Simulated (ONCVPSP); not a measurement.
**What the settings do to the ONCV potential of Ag (Z = 47)**

Base potential:

ONCVPSP 4.0.1 input, shortened (lines: element, Z, core and valence counts, functional; n l f; lmax; l rc ep ncon nbas qcut; lloc lpopt rc5 dvloc0; l nproj debl; icmod fcfact rcfact), PBE, scalar-relativistic:

```
  Ag 47.00    6    3        4      upf
    1    0    2.00
    2    0    2.00
    2    1    6.00
    3    0    2.00
    3    1    6.00
    3    2   10.00
    4    0    2.00
    4    1    6.00
    4    2   10.00
    2
    0    1.55    0.00    4    8    9.00
    1    1.05    0.00    4    7    7.40
    2    1.05    0.00    4    8   14.90
    2    5    1.05    0.00
    0    2    1.80
    1    1    1.70
    2    0    2.30
    2    0.65    0.85
```

In the s channel the program set the typed energies aside and used -3.795, 0.250 Ha.

Cutoffs, loose and tight: the cutoffs (Ha) at which the residual kinetic energy of the hardest occupied pseudo-wave falls to 1 and 0.1 mHa per electron. They do not see the model core or the augmentation charge, which bear on the density cutoff. Test errors are all-electron minus pseudo excitation energies from the reference, over the configurations 4s2 4p6 4d10 5s1; 4s2 4p6 4d9; 4s2 4p6 4d8; 4s2 4p6 4d9 5s1. A dash means not determined; rows that change the core or the reference have their own tests.

1 further variants are left out, since the program set their typed debl aside.

| change | outcome | cutoff, loose | cutoff, tight | bound ghosts | GHOST(+) flags above zero | largest test error (meV) |
| --- | --- | --- | --- | --- | --- | --- |
| base | generated, projector energies reset by the program | 114 Ha | 137 Ha | none | s | +4.1 |
| core [Ar] 3d10 4s2, valence charge 17; reference 4p6 4d9 5s2; waves now 5s: rc 2.30 bohr, ncon 3, nbas 7, qcut 3.4 1/bohr, 1 projector; 4p: rc 1.65 bohr, ncon 4, nbas 7, qcut 6.6 1/bohr, 2 projectors, debl 0.5 Ha; 4d: rc 2.00 bohr, ncon 4, nbas 9, qcut 8.6 1/bohr, 3 projectors, debl 0.9 Ha; local potential polynomial inside 1.55 bohr (lpopt 4, dvloc0 0 Ha) | failed: ERROR pspot: first pseudo wave function has node, program will stop | – | – | – | – | – |
| reference 4s2 4p6 4d10 5s0.5; wave 4s: rc 1.55 bohr, ncon 4, nbas 8, qcut 9 1/bohr, 2 projectors, debl 1.8 Ha becomes 4s+5s: rc 1.55 bohr, ncon 4, nbas 8, qcut 9 1/bohr, 2 projectors | generated | 114 Ha | 137 Ha | none | s | -208 |
| all radii but the core radius scaled by about 1.06 (s 1.64, p 1.12, d 1.12 bohr) | generated, projector energies reset by the program | 94 Ha | 118 Ha | none | none | +2.8 |
| functional LDA (Perdew-Wang 92) | generated, projector energies reset by the program | 114 Ha | 137 Ha | none | s | +5.1 |
| d: nbas 7 | generated, projector energies reset by the program | 114 Ha | 137 Ha | none | s | +4.2 |
| s: qcut 10.4; p: qcut 8.6; d: qcut 17.3 | generated, projector energies reset by the program | 71 Ha | 128 Ha | none | s | +5.0 |
